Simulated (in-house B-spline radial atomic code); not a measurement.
Successive ionisation energies of caesium; each step leads to the configuration of the next row (after the last: bare). Dirac energy differences include first-order Breit, QED and recoil terms. NIST's values go from ground level to ground level; the uncertainty of those that are theory runs from under 0.1 % in few-electron ions to several per cent in heavy many-electron ones. Computed with an all-electron radial atomic-structure program (B-spline basis): Dirac-Hartree-Fock, average of the configuration, finite nuclei.

| ion | configuration | ionisation energy (eV) | tabulated value (eV) | tabulated kind | computed minus tabulated (eV) | highest orbital | largest mean radius (bohr) |
| --- | --- | --- | --- | --- | --- | --- | --- |
| Cs48+ | [He] 2s2 2p3 | 8855.2 | 8726 | tabulated theory | 129 | 2p3/2 | 0.10746 |
| Cs49+ | [He] 2s2 2p2 | 9109.6 | 9350 | tabulated theory | -240 | 2p3/2 | 0.10684 |
| Cs50+ | [He] 2s2 2p1 | ? | ? | tabulated theory | ? | ? | ? |
| Cs51+ | [He] 2s2 | 9974.1 | 9974 | tabulated theory | 0 | 2s1/2 | 0.10562 |
| Cs52+ | [He] 2s1 | ? | ? | tabulated theory | ? | ? | ? |
| Cs53+ | 1s2 | 41858.2 | 41861.08 | tabulated theory | -3 | 1s1/2 | 0.025938 |
| Cs54+ | 1s1 | 42913.0 | 42913.14 | tabulated theory | 0 | 1s1/2 | 0.025746 |

(1) Fill in the row of Cs50+.

(2) Fill in the row of Cs52+.

(3) Where is the largest jump?

Where a p, d or f electron is removed, the computed value is a mean over both j, so it misses the tabulated one by a part of the spin-orbit splitting; averaging over terms and missing correlation add to the gap, relatively most at low charge.

## Answers

(1) ionisation energy (eV): 9367.1; tabulated value (eV): 9629; computed minus tabulated (eV): -262; highest orbital: 2p3/2; largest mean radius (bohr): 0.10623.

(2) ionisation energy (eV): 10208.5; tabulated value (eV): 10208.78; computed minus tabulated (eV): 0; highest orbital: 2s1/2; largest mean radius (bohr): 0.10504.

(3) From Cs52+ to Cs53+, by a factor of 4.10 (10208 to 41858 eV); the highest orbital goes from 2s1/2 to 1s1/2.
